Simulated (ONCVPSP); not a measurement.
Plane-wave convergence, ONCV potential for Ba (Z = 56)

* Element: Ba
* Generator: ONCVPSP 4.0.1
* Type: optimised norm-conserving Vanderbilt (ONCV)
* Functional: PBEsol
* Relativity: non-relativistic
* Frozen core: [Kr] 4d10
* Valence charge: 10
* Reference configuration: 5s2 5p6 6s1.5 (charge +0.5)
* Partial waves: 5s+6s: rc 2.90 bohr, ncon 4, nbas 8, qcut 4.1 1/bohr, 3 projectors, debl 2.1 Ha; 5p: rc 3.25 bohr, ncon 3, nbas 7, qcut 4.9 1/bohr, 1 projector; d scattering state at 0.25 Ha: rc 3.40 bohr, ncon 4, nbas 7, qcut 3.1 1/bohr, 3 projectors, debl 1.9 Ha
* Local potential: polynomial inside 1.90 bohr (lpopt 4, dvloc0 0 Ha)
* Core correction: Teter function fitted to the true core (icmod 2), fcfact 0.2

In the d channel the program set the typed energies aside and used -0.184, 1.716, 3.616 Ha.

**Question.** For each optimised wave give the share of its norm inside rc, the residual kinetic energy above qcut (Ha) and the cutoffs (Ha) for errors of 10, 1, 0.1 and 0.01 mHa per electron.

**Answer.**

```
         wave  norm inside rc  residual KE  10 mHa  1 mHa  0.1 mHa  0.01 mHa
           5s           0.968      2.9e-06     3.1    5.4      6.7       7.8
           6s           0.095      5.5e-06     1.6    5.1      6.8       8.2
s projector 3           0.168      5.0e-04     6.0    7.8     14.7      32.2
           5p           0.958      7.5e-09     3.3    4.4      5.2       6.1
d projector 1           0.656      4.2e-04     3.3    4.4      8.9      14.4
d projector 2           0.225      1.1e-02     4.9    9.7     18.1      20.6
d projector 3           0.199      4.8e-01     6.7    8.5     17.4      24.6
```

The occupied waves need 5.4 Ha and 6.8 Ha for 1 and 0.1 mHa. Note: no bound ghost flagged; GHOST(+) flagged for s at 130.3 eV, d at 365.6 eV.
